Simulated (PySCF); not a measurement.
M06 on W⁻ (tungsten, charge -1), [Xe] 4f14 5d5 6s2, high-spin 6S determinant. All numbers are calculated (PySCF 2.14, scalar relativity through the core potential, in aug-cc-pwCVDZ-PP with ECP60MDF (6s6p5d3f, 70 functions)).

```
cycle= 1 E= -67.295226026893  delta_E= -0.0434  |g|= 0.0704  |ddm|= 1.53
cycle= 2 E= -67.2953738250513  delta_E= -0.000148  |g|= 0.0859  |ddm|= 0.455
cycle= 3 E= -67.3010142046822  delta_E= -0.00564  |g|= 0.0172  |ddm|= 0.216
cycle= 4 E= -67.301237171996  delta_E= -0.000223  |g|= 0.00383  |ddm|= 0.0733
cycle= 5 E= -67.3012567017863  delta_E= -1.95e-05  |g|= 0.000465  |ddm|= 0.0143
cycle= 6 E= -67.3012569312983  delta_E= -2.3e-07  |g|= 7.29e-05  |ddm|= 0.0032
cycle= 7 E= -67.3012569373288  delta_E= -6.03e-09  |g|= 2.29e-05  |ddm|= 0.000855
cycle= 8 E= -67.3012569380016  delta_E= -6.73e-10  |g|= 6.78e-07  |ddm|= 0.000252
converged SCF energy = -67.3012569380016  <S^2> = 8.7547476  2S+1 = 6.0015823
```

Highest occupied orbital energy: 0.726 eV; ⟨L²⟩ = 0.00; populations by l: s 4.00, p 6.00, d 5.00, f 0.00.

Problem. Can this result be used?

Solution. With care. The run converged. Energies and moments cover only the electrons outside the core potential. Spin-orbit coupling, which splits the p, d and f shells strongly at this Z, is absent. At M06 the highest occupied level has a positive energy, so only the finite basis holds that electron; in a semilocal or global hybrid functional this comes from self-interaction and does not mean that the real anion is unbound.
